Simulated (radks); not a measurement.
Q: These are the eigenvalues of the occupied orbitals of an atom or ion with whole-number occupations (eV). All-electron calculation, Dirac Kohn-Sham, LDA (Slater exchange, Perdew-Wang correlation), spin-unpolarised, spherical densities, finite nucleus; Fermi nuclear charge, rms radius of each element as measured or else 0.836 A^(1/3) + 0.57 fm. Program: a radial shooting solver on a logarithmic mesh with Libxc functionals.

| orbital | eigenvalue |
|---|---|
| 1s1/2 | -45062.96 |
| 2s1/2 | -10630.39 |
| 2p1/2 | -10428.20 |

Which element is it, and in what charge state? The configuration may be excited. Open shells, if any, fill j = l - 1/2 first.

A: Z = 58, cerium, charge +52: Ce52+ in [He] 2s2 2p2. The list shows which subshells hold electrons but not how many an open one holds; the 1s level, -1656 hartree, gives Z - s = 57.6 by -(Z - s)^2/2, which with screening and relativity narrows Z to a few neighbours, and the depths of the outer levels then fix element, charge and occupations together.
